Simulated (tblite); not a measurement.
Species: C₂H₁₃AsN₂Si₂.
Numbering: `[CH3:1][N:2]([CH3:3])[SiH2:4][NH:5][SiH2:6][AsH2:7]` (hydrogens: H8, H9, H10 on C1; H11, H12, H13 on C3; H14, H15 on Si4; H16 on N5; H17, H18 on Si6; H19, H20 on As7)

Computed with GFN2-xTB (tblite), gas phase: L-BFGS steps from a force-field or distance-geometry start until the largest atomic force falls under 0.01 eV/Å.

Step 141: E = -616.3613 eV
```
atom  x, y, z in Å  |  force x, y, z in eV/Å
C1     -2.9414   -0.9755   -0.5206    0.002  -0.028  -0.007
N2     -1.6932   -0.2659   -0.4330   -0.045  -0.057  -0.019
C3     -1.8507    1.1323   -0.7450   -0.028  -0.073  -0.006
Si4    -0.4039   -0.8568    0.5366   -0.017   0.048  -0.030
N5      0.9910   -0.0474   -0.0819    0.019   0.018  -0.062
Si6     2.6096   -0.1343    0.5196   -0.027  -0.098  -0.025
As7     3.8381    1.2570   -0.8730    0.054   0.017  -0.022
H8     -3.3642   -0.8621   -1.5231   -0.004   0.018  -0.019
H9     -2.7803   -2.0326   -0.3319    0.020  -0.003   0.028
H10    -3.6801   -0.6027    0.1999    0.022   0.013   0.025
H11    -2.5773    1.6062   -0.0762    0.005   0.073   0.042
H12    -0.8956    1.6400   -0.6511   -0.023   0.034   0.014
H13    -2.2199    1.2403   -1.7701    0.024   0.028  -0.018
H14    -0.4124   -0.5486    1.9741   -0.025  -0.002  -0.024
H15    -0.4198   -2.3066    0.3214    0.058   0.006   0.001
H16     0.9062    0.2529   -1.0431   -0.022  -0.058   0.051
H17     2.5396    0.2454    1.9363    0.018  -0.020   0.004
H18     3.0989   -1.5297    0.4682   -0.025   0.044   0.050
H19     4.1214    2.2358    0.2256    0.008   0.038   0.012
H20     5.1290    0.5629   -0.5455   -0.016   0.002   0.005
```

Step 142: E = -616.3630 eV
```
atom  x, y, z in Å  |  force x, y, z in eV/Å
C1     -2.9441   -0.9717   -0.5134   -0.008  -0.033  -0.016
N2     -1.6937   -0.2655   -0.4342   -0.064  -0.067  -0.046
C3     -1.8478    1.1326   -0.7453   -0.039  -0.040  -0.017
Si4    -0.4013   -0.8658    0.5229   -0.009   0.063   0.021
N5      0.9927   -0.0541   -0.0926   -0.002   0.023  -0.076
Si6     2.6062   -0.1300    0.5194    0.001  -0.061   0.019
As7     3.8419    1.2582   -0.8713    0.059   0.011  -0.005
H8     -3.3711   -0.8604   -1.5150   -0.007   0.016   0.003
H9     -2.7847   -2.0286   -0.3214    0.021  -0.003   0.019
H10    -3.6779   -0.5962    0.2109    0.023   0.020   0.013
H11    -2.5607    1.6121   -0.0653    0.010   0.069   0.039
H12    -0.8881    1.6354   -0.6675   -0.033   0.024   0.014
H13    -2.2342    1.2432   -1.7647    0.039   0.018   0.001
H14    -0.4097   -0.5653    1.9625   -0.015  -0.006  -0.031
H15    -0.4187   -2.3137    0.3008    0.057  -0.011  -0.005
H16     0.9136    0.2357   -1.0572   -0.026  -0.048   0.042
H17     2.5305    0.2575    1.9349    0.011  -0.015  -0.013
H18     3.0937   -1.5240    0.4868   -0.002   0.009   0.036
H19     4.1184    2.2442    0.2239   -0.004   0.030   0.005
H20     5.1299    0.5671   -0.5268   -0.013   0.000  -0.004
```

**Question.** Estimate the geometry and energy of step 143. (The exact step hangs on the optimiser's Hessian estimate; all steps are aligned on step 142, rigid shifts and turns removed.)

**Answer.** E = -616.3650 eV, largest force 0.080 eV/Å
```
atom  x, y, z in Å  |  force x, y, z in eV/Å
C1     -2.9510   -0.9657   -0.5038   -0.029  -0.041  -0.014
N2     -1.6964   -0.2674   -0.4381   -0.039  -0.051  -0.047
C3     -1.8439    1.1317   -0.7466   -0.034   0.020  -0.011
Si4    -0.3990   -0.8789    0.5048   -0.013   0.052   0.057
N5      0.9950   -0.0669   -0.1084    0.009   0.023  -0.039
Si6     2.6031   -0.1245    0.5195    0.004   0.005   0.051
As7     3.8496    1.2613   -0.8694    0.041  -0.010   0.024
H8     -3.3835   -0.8556   -1.5036   -0.020   0.008   0.019
H9     -2.7965   -2.0226   -0.3068    0.021  -0.002   0.007
H10    -3.6771   -0.5837    0.2258    0.031   0.024  -0.007
H11    -2.5348    1.6215   -0.0495    0.018   0.041   0.014
H12    -0.8776    1.6276   -0.6906   -0.054  -0.007   0.009
H13    -2.2525    1.2479   -1.7576    0.050   0.003   0.031
H14    -0.4050   -0.5927    1.9480   -0.007  -0.004  -0.045
H15    -0.4132   -2.3254    0.2710    0.046  -0.007  -0.009
H16     0.9214    0.2092   -1.0763   -0.025  -0.025   0.000
H17     2.5198    0.2771    1.9328   -0.001  -0.011  -0.044
H18     3.0913   -1.5153    0.5159    0.024  -0.033   0.016
H19     4.1118    2.2579    0.2215   -0.014   0.015  -0.003
H20     5.1335    0.5750   -0.5011   -0.008   0.000  -0.010
```

The energy changes by -0.0020 eV. The first-order estimate −F·Δx gives -0.0030 eV and the mean of the old and new forces, exact on a quadratic surface, -0.0021 eV. The step makes an angle of 83° with the force vector and moves no atom by more than 0.034 Å.

The cost below is that of the whole relaxation. Time: 6.9 s wall. Hardware: an Intel Xeon at 2.50 GHz with one thread, no GPU, shared host with 64 logical CPUs at a one-minute load of 22.
